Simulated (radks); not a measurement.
The numbers below are computed, except where a source is named.
Task: Neutral technetium, [Kr] 4d5 5s2. Level of theory: non-relativistic Kohn-Sham, exchange-only PBE, spin-polarised, spherical densities, point nucleus (a radial shooting solver on a logarithmic mesh with Libxc functionals). Every spin shell is full or empty, so the densities are truly spherical. Functionals are evaluated on that one density, not self-consistently. Rank these orbital-free kinetic functionals by their error against the exact value of the orbitals, and give that value: Thomas-Fermi, von Weizsacker, LC94, Perdew 92, Thakkar, Pearson, LKT, DePristo-Kress.

Result: Exact: 4204.26 hartree. From best to worst, with 100 (|E| - |E exact|)/|E exact| (equal figures are ties): DePristo-Kress -0.06, LC94 +0.08, Thakkar -0.51, Perdew 92 -0.67, Pearson -0.96, Thomas-Fermi -5.53, LKT +20.36, von Weizsacker -56.30.
